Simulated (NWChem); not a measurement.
System: Si2NH6, doublet; SMILES [SiH2]N[SiH3]

NWChem input:

```
start job
memory heap 200 mb stack 900 mb global 1100 mb
geometry units angstroms noautoz
  Si    -0.232219    -1.616693     0.106336
  N      0.533502    -0.072844    -0.174209
  Si    -0.149874     1.529829    -0.047950
  H     -1.298284    -1.410178     1.139656
  H      0.798002    -2.591742     0.601580
  H      1.437138    -0.126335    -0.640201
  H     -1.370348     1.425857     0.802797
  H     -0.533963     2.110316    -1.373839
  H      0.835933     2.462734     0.579927
end
basis spherical
  Si library def2-svp
  N library def2-svp
  H library def2-svp
end
dft
  odft
  mult 2
  xc xpbe96 cpbe96
  iterations 200
  convergence nolevelshifting
end
task dft gradient
```

Excerpt of the output:

```
             Northwest Computational Chemistry Package (NWChem) 7.3.0
             --------------------------------------------------------

 C1  symmetry detected

                             Geometry "geometry" -> ""
                             -------------------------

 Output coordinates in angstroms (scale by  1.889725989 to convert to a.u.)

  No.       Tag          Charge          X              Y              Z
 ---- ---------------- ---------- -------------- -------------- --------------
    1 Si                  14.0000    -0.14875159    -1.62528434    -0.07301755
    2 N                    7.0000     0.60921636    -0.05485940     0.01503905
    3 Si                  14.0000    -0.13461810     1.52547792    -0.01233017
    4 H                    1.0000    -1.51162705    -1.50318277     0.53899138
    5 H                    1.0000     0.68405865    -2.61481019     0.69157920
    6 H                    1.0000     1.61923103    -0.06391063    -0.11285268
    7 H                    1.0000    -1.56826640     1.34738938     0.35790548
    8 H                    1.0000    -0.06130005     2.18559380    -1.35447124
    9 H                    1.0000     0.54056499     2.43022613     0.96844257

 Effective nuclear repulsion energy (a.u.)     146.1380227552

  pbe96 is a nonlocal functional; adding pw91lda local functional.

                                 NWChem DFT Module
                                 -----------------

 Summary of "ao basis" -> "ao basis" (spherical)
 ------------------------------------------------------------------------------
       Tag                 Description            Shells   Functions and Types
 ---------------- ------------------------------  ------  ---------------------
 Si                         def2-svp                 8       18   4s3p1d
 N                          def2-svp                 6       14   3s2p1d
 H                          def2-svp                 3        5   2s1p

            General Information
            -------------------
          SCF calculation type: DFT
          Wavefunction type:  spin polarized.
          No. of atoms     :     9
          No. of electrons :    41
           Alpha electrons :    21
            Beta electrons :    20
          Charge           :     0
          Spin multiplicity:     2
          Use of symmetry is: off; symmetry adaption is: off
          Maximum number of iterations: 200
          AO basis - number of functions:    80
                     number of shells:    40
          Convergence on energy requested:  1.00D-06
          Convergence on density requested:  1.00D-05
          Convergence on gradient requested:  5.00D-04

              XC Information
              --------------
          PerdewBurkeErnzerhof Exchange Functional  1.000
            Perdew 1991 LDA Correlation Functional  1.000 local
           PerdewBurkeErnz. Correlation Functional  1.000 non-local

             Grid Information
             ----------------
          Grid used for XC integration:  medium
          Radial quadrature: Mura-Knowles
          Angular quadrature: Lebedev.
          Tag              B.-S. Rad. Rad. Pts. Rad. Cut. Ang. Pts.
          ---              ---------- --------- --------- ---------
          Si                  1.10       88          11.0       590
          N                   0.65       49           8.0       434
          H                   0.35       45          12.0       434
          Grid pruning is: on
          Number of quadrature shells:   495
          Spatial weights used:  Erf1

      Superposition of Atomic Density Guess
      -------------------------------------

 Sum of atomic energies:        -634.71694431

      Non-variational initial energy
      ------------------------------

 Total energy =    -635.796144
 1-e energy   =   -1168.199648
 2-e energy   =     386.265481
 HOMO         =      -0.118811
 LUMO         =       0.039535

   convergence    iter        energy       DeltaE   RMS-Dens  Diis-err
 ---------------- ----- ----------------- --------- --------- ---------
 d= 0,ls=0.0,diis     1   -636.6733763750 -7.83D+02  6.73D-03  9.10D-02
                                                     5.96D-03  8.98D-02
 d= 0,ls=0.0,diis     2   -636.6119834640  6.14D-02  4.99D-03  2.06D-01
                                                     4.80D-03  2.01D-01
 d= 0,ls=0.0,diis     3   -636.7027736508 -9.08D-02  1.76D-03  2.66D-02
                                                     1.49D-03  2.64D-02
 d= 0,ls=0.0,diis     4   -636.7156728227 -1.29D-02  4.51D-04  5.50D-04
                                                     3.91D-04  4.98D-04
 d= 0,ls=0.0,diis     5   -636.7160449696 -3.72D-04  9.98D-05  3.51D-05
                                                     8.24D-05  3.51D-05
  Resetting Diis
 d= 0,ls=0.0,diis     6   -636.7160684479 -2.35D-05  2.07D-05  1.38D-06
                                                     1.65D-05  1.23D-06
 d= 0,ls=0.0,diis     7   -636.7160693621 -9.14D-07  1.11D-05  8.21D-08
                                                     6.54D-06  6.17D-08
 d= 0,ls=0.0,diis     8   -636.7160693756 -1.36D-08  5.08D-06  6.64D-08
                                                     3.75D-06  6.43D-08

         Total DFT energy =     -636.716069375614
      One electron energy =    -1170.696420971216
           Coulomb energy =      438.395137593496
    Exchange-Corr. energy =      -50.552808753084
 Nuclear repulsion energy =      146.138022755190

 Numeric. integr. density =       40.999992938911

                    DFT Final Alpha Molecular Orbital Analysis
                    ------------------------------------------

 Vector   19  Occ=1.000000D+00  E=-2.993506D-01
              MO Center= -1.7D-01, -4.5D-01,  4.1D-01, r^2= 5.7D+00
   Bfn.  Coefficient  Atom+Function         Bfn.  Coefficient  Atom+Function
  ----- ------------  ---------------      ----- ------------  ---------------
    56      0.282743  5 H  s                 51     -0.224013  4 H  s
    76     -0.216208  9 H  s                 66      0.197590  7 H  s
     8      0.174772  1 Si px                57      0.159979  5 H  s
     9     -0.149394  1 Si py                41     -0.142862  3 Si py
    40     -0.136587  3 Si px                11      0.133128  1 Si px

 Vector   20  Occ=1.000000D+00  E=-2.584137D-01
              MO Center=  2.6D-01,  2.4D-01, -2.2D-01, r^2= 3.4D+00
   Bfn.  Coefficient  Atom+Function         Bfn.  Coefficient  Atom+Function
  ----- ------------  ---------------      ----- ------------  ---------------
    24      0.412284  2 N  pz                27     -0.322497  2 N  pz
    71     -0.234597  8 H  s                 13     -0.228370  1 Si pz
    72     -0.190544  8 H  s                 10     -0.182582  1 Si pz
    76      0.145489  9 H  s                 42      0.121675  3 Si pz
     3      0.119690  1 Si s                 77      0.119249  9 H  s

 Vector   21  Occ=1.000000D+00  E=-1.570806D-01
              MO Center= -5.0D-02, -1.4D+00, -3.5D-01, r^2= 3.1D+00
   Bfn.  Coefficient  Atom+Function         Bfn.  Coefficient  Atom+Function
  ----- ------------  ---------------      ----- ------------  ---------------
     4      0.433098  1 Si s                 13     -0.417625  1 Si pz
    10     -0.327135  1 Si pz                24     -0.295940  2 N  pz
    27      0.279970  2 N  pz                 3      0.252740  1 Si s
    57     -0.222132  5 H  s                 52     -0.188264  4 H  s
     7      0.169824  1 Si pz                56     -0.158721  5 H  s

 Vector   22  Occ=0.000000D+00  E=-2.046627D-02
              MO Center=  1.6D-01,  2.2D-02, -1.1D-01, r^2= 5.9D+00
   Bfn.  Coefficient  Atom+Function         Bfn.  Coefficient  Atom+Function
  ----- ------------  ---------------      ----- ------------  ---------------
    21      1.141865  2 N  s                 12     -0.595085  1 Si py
    44      0.596016  3 Si py                43     -0.466985  3 Si px
    62     -0.381257  6 H  s                 11     -0.370083  1 Si px
    67     -0.270078  7 H  s                 20      0.214037  2 N  s
    52     -0.201531  4 H  s                  9     -0.156424  1 Si py

 Vector   23  Occ=0.000000D+00  E= 2.154379D-02
              MO Center= -4.3D-02, -2.0D-01, -7.5D-02, r^2= 6.0D+00
   Bfn.  Coefficient  Atom+Function         Bfn.  Coefficient  Atom+Function
  ----- ------------  ---------------      ----- ------------  ---------------
    11      0.910753  1 Si px                57     -0.843567  5 H  s
    77     -0.835540  9 H  s                 43      0.687715  3 Si px
    52      0.617965  4 H  s                 45      0.433403  3 Si pz
    67      0.419937  7 H  s                 62     -0.401766  6 H  s
    12     -0.395050  1 Si py                44      0.311716  3 Si py

[...]

                         DFT ENERGY GRADIENTS

    atom               coordinates                        gradient
                 x          y          z           x          y          z
   1 Si     -0.281100  -3.071342  -0.137983    0.002166   0.005428   0.005404
   2 N       1.151252  -0.103669   0.028420    0.001193  -0.000391  -0.002305
   3 Si     -0.254391   2.882735  -0.023301    0.001446  -0.003090   0.000414
   4 H      -2.856561  -2.840604   1.018546    0.003390  -0.000672  -0.001991
   5 H       1.292683  -4.941275   1.306895   -0.002373   0.002353  -0.002440
   6 H       3.059903  -0.120774  -0.213261   -0.007334   0.000090   0.000979
   7 H      -2.963594   2.546197   0.676343    0.003432   0.000506  -0.000951
   8 H      -0.115840   4.130173  -2.559579   -0.000147  -0.001871   0.003434
   9 H       1.021520   4.592461   1.830091   -0.001774  -0.002354  -0.002544
```

Level: PBE/def2-SVP, spin-unrestricted. Coordinates come from a PBE0/def2-SVP, spin-unrestricted optimisation. No stability test was run on the SCF state.
